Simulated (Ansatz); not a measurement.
H2AlClN, SMILES `[NH2][Al-][Cl]` (lower singlet) (charge -1, multiplicity 1). This singlet lies 1.86 eV below the relaxed triplet at the level frozen-core CCSD(T)/aug-cc-pVDZ // PBE0-D3(BJ)/def2-TZVPD (Ansatz, a quantum-chemistry and plane-wave program).

Method: LDA/aug-cc-pVTZ // PBE0-D3(BJ)/def2-TZVPD (Ansatz).

Ansatz 0.2 input:
```yaml
crystal:
  periodic: [false, false, false]
  atoms:
    - { symbol: N, position_ang: [-0.713456, 0.043798, 0.013681] }
    - { symbol: Al, position_ang: [0.772367, 1.093597, 0.256925] }
    - { symbol: Cl, position_ang: [2.313731, -0.584101, -0.149805] }
    - { symbol: H, position_ang: [-1.659268, 0.387677, 0.098878] }
    - { symbol: H, position_ang: [-0.713375, -0.940973, -0.219679] }
basis:
  gaussian: { orbitals: aug-cc-pVTZ }
hamiltonian:
  xc: lda
total_charge: -1
```

Output:

```
Functional definition: SPW92
1029 factors; their error is unknown
mean field evaluation 1: about -20560.0758 eV, gradient 5.3e1 eV
mean field evaluation 2: about -20506.3335 eV, gradient 1.3e2 eV
mean field evaluation 4: about -20565.4231 eV, gradient 1.0e1 eV
mean field evaluation 8: about -20565.7625 eV, gradient 2.1e-1 eV
mean field evaluation 16: about -20565.7308 eV, gradient 9.2e-5 eV
mean field -20565.73077958 eV, -755.7766661967 hartree, gradient 2.4e-5 eV, S^2 0.000000; 0 other end points of the search recorded, 0 dependent functions left out
reference -20565.73082313 eV, -755.7766677970 hartree; 20, 20 occupied and 172, 172 virtual orbitals, 1029 factors
Total energy: -20565.73082313 eV, -755.7766677970 hartree
```
